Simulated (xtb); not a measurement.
Si(Cl)(OH)2(NH2) (ClH4NO2Si), SMILES [Si](O)(Cl)(N)O. All values are semi-empirical tight-binding results from xtb (GFN2-xTB unless named), good for trends rather than for accurate numbers. The structure is a stationary point at GFN2-xTB. The structure was generated by enumeration, and PubChem lists no compound with its InChIKey, so it may never have been made. One conformer was computed; it need not be the lowest.

Computed properties:
```yaml
orbital_gap: 8.06 eV
dipole_moment: 2.33 D
zero_point_energy: 34.4 kcal/mol
G − E(el) at 298.15 K (modified RRHO): 14.6 kcal/mol
static polarisability (D4 model): 68.0 bohr³
solvation energy, GFN2-xTB/ALPB(water): -11.7 kcal/mol
solvation energy, GFN2-xTB/ALPB(chcl3): -4.8 kcal/mol
```
